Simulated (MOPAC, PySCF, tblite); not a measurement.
Breaking a bond: AuH, singlet.

RKS-B3LYP/LANL2DZ = restricted B3LYP/LANL2DZ, with its core potentials past Ne in PySCF 2.14.0; PM7, restricted, heats of formation (MOPAC); GFN2-xTB, 300 K electronic temperature (tblite); UCCSD(T) = CCSD(T) on UHF/def2-TZVP, def2 effective core potentials past Kr (PySCF).

Energies relative to the lowest point of each curve near equilibrium, in kJ/mol; the last columns give the difference from UCCSD(T):

```csv
R / Å,RKS-B3LYP/LANL2DZ,PM7,GFN2-xTB,UCCSD(T),RKS-B3LYP/LANL2DZ − UCCSD(T),PM7 − UCCSD(T),GFN2-xTB − UCCSD(T)
1.17,262.5,356.7,108.2,238.2,24.3,118.5,-130.0
1.22,177.5,256.5,62.8,159.1,18.4,97.4,-96.3
1.31,78.3,137.0,17.4,66.7,11.6,70.2,-49.4
1.38,34.8,78.6,3.0,26.9,7.9,51.7,-23.9
1.45,11.1,40.1,0.0,6.5,4.6,33.6,-6.5
1.49,4.0,24.9,1.7,1.3,2.6,23.6,0.4
1.54,0.0,11.6,6.5,0.0,0.0,11.6,6.5
1.60,0.9,2.5,14.9,4.2,-3.3,-1.7,10.7
1.64,4.3,0.0,21.7,9.7,-5.4,-9.7,12.0
1.70,12.4,1.0,33.2,20.9,-8.5,-19.9,12.3
1.79,29.7,11.5,52.6,42.3,-12.6,-30.8,10.3
1.90,55.9,36.1,78.1,72.2,-16.4,-36.1,5.9
2.09,106.3,100.5,124.7,128.5,-22.2,-28.0,-3.8
2.34,171.2,208.2,187.5,192.7,-21.5,15.5,-5.2
2.52,213.1,290.1,230.6,228.8,-15.7,61.3,1.8
2.80,268.5,410.1,290.5,264.3,4.2,145.8,26.2
3.06,309.8,505.7,336.2,278.6,31.1,227.1,57.5
3.36,347.0,593.6,376.3,284.8,62.1,308.8,91.4
3.82,387.5,686.7,415.1,287.7,99.8,399.0,127.4
4.19,409.8,733.7,—,288.4,121.4,445.4,—
4.60,427.1,767.1,—,288.7,138.4,478.4,—
5.44,448.0,803.8,—,288.9,159.1,514.9,—
6.23,457.6,822.5,—,289.0,168.6,533.5,—
```

RKS-B3LYP/LANL2DZ is furthest from UCCSD(T) at 6.23 (168.6 kJ/mol, above); its mean absolute difference over the points is 41.7 kJ/mol.

PM7 is furthest from UCCSD(T) at 6.23 (533.5 kJ/mol, above); its mean absolute difference over the points is 159.2 kJ/mol.

GFN2-xTB is furthest from UCCSD(T) at 1.17 (-130.0 kJ/mol, below); its mean absolute difference over the points is 35.7 kJ/mol.

A dash means that the run gave no value there, or that the column was ended at a point which the program doubted or which failed a test of continuity chosen for this set; such a test can also cut sound points.

The restricted form behind RKS-B3LYP/LANL2DZ, PM7 keeps the bonding electrons paired and can't separate into open-shell fragments. The unrestricted determinant behind UCCSD(T) is spin-contaminated at 2.09 to 6.23 Å (<S²> up to 1.0, against 0.00 for a pure singlet).
